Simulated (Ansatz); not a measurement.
Basis-set series for CH$_{3}$FOSSi, SMILES `O[Si@H]1S[C@H]1F`. Charge 0, multiplicity 1. All single points use the PBE0-D4/def2-TZVP geometry. It is one conformer, not always the lowest.

```tsv
functional	basis	functions	energy (Eh)	HOMO (eV)	LUMO (eV)
PBE0-D4	def2-SVP	93	-901.83472	-7.46	0.34
PBE0-D4	def2-QZVPP	401	-902.38115	-7.59	-0.29
ωB97M-V	def2-SVP	93	-902.20439	-9.58	2.31
ωB97M-V	def2-QZVPP	401	-902.75355	-9.75	1.33
```

Task: Give the rows for def2-TZVPP. (Estimate.)

Result: Computed: 
```json
{"functional": "PBE0-D4", "basis": "def2-TZVPP", "functions": "219", "energy (Eh)": "-902.34732", "HOMO (eV)": "-7.55", "LUMO (eV)": "-0.11"}
{"functional": "ωB97M-V", "basis": "def2-TZVPP", "functions": "219", "energy (Eh)": "-902.72166", "HOMO (eV)": "-9.71", "LUMO (eV)": "1.67"}
```

Positive LUMOs are unbound and depend on the basis.
